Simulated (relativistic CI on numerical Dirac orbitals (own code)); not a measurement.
# Pt6+ (5d4) in a crystal field

Calculated by Dirac-Coulomb-Breit CI, KLI orbitals optimised for each configuration, model QED (radiative potential, 1s self-energy scaled to tabulated hydrogen-like ionisation energies), valence Slater integrals scaled by 0.8, one configuration in a parametric crystal field (own radial code).

Field parameters in Wybourne normalisation: D3d B²₀ = −7Dσ, B⁴₀ = −14Dq − 21Dτ, B⁴₃ = −14√(10/7) Dq. The field is a parameter set, without covalency.

S and J are read from ⟨S²⟩ = S(S + 1) and ⟨J²⟩ = J(J + 1) of each level; they are not fictitious spins.

D3d, 10Dq = 26050, Dσ = -1200, Dτ = -310 cm⁻¹, the lowest 10 levels:

| E (cm⁻¹) | Degeneracy | Irrep | S | J |
| --- | --- | --- | --- | --- |
| 0.0 | 1 | A1 | 1.18 | 2.91 |
| 7153 | 1 | A2 | 1.28 | 3.42 |
| 8414 | 2 | E | 1.32 | 3.25 |
| 12942 | 2 | E | 1.21 | 3.46 |
| 13153 | 1 | A1 | 0.97 | 3.90 |
| 13610 | 2 | E | 1.20 | 3.52 |
| 19912 | 1 | A1 | 1.61 | 3.26 |
| 20484 | 2 | E | 1.69 | 3.12 |
| 20533 | 1 | A2 | 1.92 | 3.00 |
| 21038 | 2 | E | 1.61 | 3.31 |

D3d, 10Dq = 26050, Dσ = 1200, Dτ = -310 cm⁻¹, the lowest 10 levels:

```
E (cm⁻¹)  Degeneracy  Irrep     S     J
     0.0           1     A1  1.20  2.87
    7812           2      E  1.32  3.34
    8282           1     A2  1.39  3.14
   12169           2      E  1.17  3.50
   13123           2      E  1.14  3.61
   13497           1     A1  1.07  3.87
   19608           1     A1  1.68  3.06
   20021           1     A2  1.90  3.01
   20478           2      E  1.72  3.11
   20855           2      E  1.54  3.41
```

D3d, 10Dq = 26050, Dσ = 980, Dτ = -310 cm⁻¹, the lowest 16 levels:

| E (cm⁻¹) | Degeneracy | Irrep | S | J |
| --- | --- | --- | --- | --- |
| 0.0 | 1 | A1 | 1.20 | 2.87 |
| 7914 | 2 | E | 1.33 | 3.32 |
| 8178 | 1 | A2 | 1.38 | 3.16 |
| 12248 | 2 | E | 1.17 | 3.50 |
| 13127 | 2 | E | 1.14 | 3.62 |
| 13486 | 1 | A1 | 1.05 | 3.88 |
| 19652 | 1 | A1 | 1.69 | 3.05 |
| 20069 | 1 | A2 | 1.91 | 3.01 |
| 20467 | 2 | E | 1.71 | 3.11 |
| 20860 | 2 | E | 1.54 | 3.41 |
| 22347 | 1 | A2 | 1.64 | 3.16 |
| 22496 | 2 | E | 1.64 | 3.17 |
| 22601 | 1 | A1 | 1.71 | 3.05 |
| 25376 | 1 | A1 | 0.82 | 4.32 |
| 25774 | 2 | E | 0.83 | 4.25 |
| 26737 | 2 | E | 0.82 | 4.38 |

Levels of this model without a field, named by their leading LS term (the scale mimics covalency, so terms lie below those of the real free ion): ⁵D0 0, ⁵D1 7319, ⁵D2 12900, ⁵D3 16723, ⁵D4 18216, ⁵D0 25514, ³H4 26851, ³G3 31086 cm⁻¹.
